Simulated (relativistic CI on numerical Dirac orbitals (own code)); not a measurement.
# Slater and spin-orbit integrals, Zn13+

Method of calculation: Dirac-Coulomb-Breit CI, separate exchange-only KLI orbitals for each configuration, model QED, unscaled Slater integrals (own radial code, finite nucleus).

Slater integrals F^k, G^k are unscaled and averaged over j, outside the closed core [Ne]; ζ comes from projecting the Hamiltonian with its Breit term on Σ l·s of the shell.

- 3s2.3p5: ζ(3p) = 23011 cm⁻¹; <r>(3p) = 0.5967, <r^2>(3p) = 0.4105 (bohr units).
- 3s2.3p4.3d: F^2(3p,3p) = 167570, ζ(3p) = 22987, F^2(3p,3d) = 166280, G^1(3p,3d) = 189540, G^3(3p,3d) = 122990, ζ(3d) = 2161.3 cm⁻¹; <r>(3p) = 0.5975, <r^2>(3p) = 0.4116, <r>(3d) = 0.559, <r^2>(3d) = 0.3655 (bohr units).
- 3s.3p5.3d: G^1(3s,3p) = 217040, ζ(3p) = 22960, G^2(3s,3d) = 145260, F^2(3p,3d) = 166070, G^1(3p,3d) = 189400, G^3(3p,3d) = 122870, ζ(3d) = 2207.9 cm⁻¹; <r>(3s) = 0.6009, <r^2>(3s) = 0.4109, <r>(3p) = 0.5982, <r^2>(3p) = 0.4125, <r>(3d) = 0.5599, <r^2>(3d) = 0.3668 (bohr units).

Averages of the first 10 configurations, taken without configuration mixing, which lowers the lowest level and can move excited configurations by several eV; other configurations of the list can lie among them:

```tsv
Configuration	Parity	States	Average energy above the lowest level (eV)
3s2.3p5	odd	6	2.8
3s.3p6	even	2	60.8
3s2.3p4.3d	even	150	75.5
3s.3p5.3d	odd	120	130.2
3p6.3d	even	10	192.3
3s.3p4.3d2	even	1350	202.0
3s2.3p4.4s	even	30	220.0
3s2.3p3.3d.4p	even	1200	311.1
3s2.3p4.4p	odd	90	238.4
3p6.4s	even	2	338.7
```
